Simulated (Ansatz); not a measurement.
Harmonic frequencies (cm⁻¹) at PBE0-D4/def2-TZVP from Ansatz: 423, 589, 661, 828, 2070, 2119.

(1) Which molecule is it?
A. `[O][Ge]([F])([F])[F]`•
B. `[Cl][GeH2]`•
C. `F[C](Cl)I`•
D. `B[O]`•

Answers

(1) B.
